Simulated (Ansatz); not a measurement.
Basis-set series for `FC1=CC(F)(F)C1`. Charge 0, multiplicity 1. All single points use the PBE0-D4/def2-TZVP geometry.

Cartesian coordinates in Å:
```
F 0.166 -0.383 -2.369
C 0.134 -0.087 -1.093
C 0.647 0.910 -0.379
C 0.051 0.314 0.861
F 0.931 -0.079 1.812
F -0.873 1.073 1.496
C -0.539 -0.842 0.012
H 1.243 1.789 -0.570
H -0.130 -1.826 0.245
H -1.630 -0.869 -0.015
```

```
functional       basis  functions  energy (Eh)  HOMO (eV)  LUMO (eV)
   PBE0-D4    def2-SVP        113   -452.90297      -8.10      -0.09
   PBE0-D4  def2-QZVPP        489   -453.45958      -8.19      -0.29
   ωB97M-V    def2-SVP        113   -453.22222     -10.31       2.19
   ωB97M-V  def2-QZVPP        489   -453.79122     -10.43       1.84
```

**Question.** Give the rows for def2-TZVPP. (Best estimate.)

**Answer.** Computed: 
| functional | basis | functions | energy (Eh) | HOMO (eV) | LUMO (eV) |
| --- | --- | --- | --- | --- | --- |
| PBE0-D4 | def2-TZVPP | 259 | -453.43630 | -8.16 | -0.21 |
| ωB97M-V | def2-TZVPP | 259 | -453.76934 | -10.39 | 1.99 |

Positive LUMOs are unbound and depend on the basis.
